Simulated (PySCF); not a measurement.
CsMg⁺ at RHF-CCSD(T)

Computed with RHF-CCSD(T); PySCF, scalar-relativistic core potentials, basis sets Cs def2-SVPD with ECP46, Mg def2-SVPD.

```
state                          : ¹Σ⁺ (singlet), closed shell
bond length                    : 8.150 bohr
harmonic wavenumber            : 68.2 cm⁻¹
force constant                 : 0.0556 mdyn/Å
rotational constant Be         : 0.04460 cm⁻¹
anharmonicity ωexe             : 0.696 cm⁻¹
vibration–rotation constant αe : 0.000482 cm⁻¹
well depth De to Cs⁺ + Mg      : 21 kJ/mol
dissociation energy D0         : 20 kJ/mol
```

Correlated steps freeze 1 core orbital. The bond is weak. Basis-set superposition, not corrected here, can be much of De in a small basis, most of all at correlated wavefunction levels. Spin–orbit coupling is left out. For an ion De counts to the pair picked by the measured ionisation energies or electron affinities, which need not be the lowest pair at this level.
